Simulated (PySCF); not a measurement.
# Working with the constants of SnH⁺

RHF-CCSD(T) constants of SnH⁺, ¹Σ⁺ (singlet), closed shell (Sn def2-SVPD with ECP28, H def2-SVPD; scalar-relativistic core potentials (PySCF 2.14); masses 119.9022 and 1.0078 u):

| Property | Result |
| --- | --- |
| ωe | 1801.4 cm⁻¹ |
| ωexe | 27.7 cm⁻¹ |
| Be | 5.4223 cm⁻¹ |
| αe | 0.131 cm⁻¹ |
| De to Sn⁺ + H | 2.67 eV |

Problem. What force constant and bond length do these constants imply?

Solution. Reduced mass μred = 0.99942 u; k = 5.8918×10⁻⁷·μred·ωe² (u, cm⁻¹, mdyn/Å) = 1.91 mdyn/Å; Re = √(16.8576/(μred·Be)) (u, cm⁻¹, Å) = 1.764 Å.

Problem. Estimate the centrifugal constant D from the Kratzer relation and find the Dunham coefficient a1.

Solution. D = 4Be³/ωe² = 0.000197 cm⁻¹; a1 = −1 − αeωe/(6Be²) = -2.34.

Correlated steps freeze 4 core orbitals. Correlated levels converge slowly with the basis: in double zeta they bind strong bonds too weakly, by up to about 1 eV, and carry superposition errors of some tenths. Spin–orbit coupling is left out, which matters for elements this heavy, above all for dissociation energies. For an ion De counts to the pair picked by the measured ionisation energies or electron affinities, which need not be the lowest pair at this level. Where the molecule has an RHF reference, its open-shell atoms are computed with UHF.
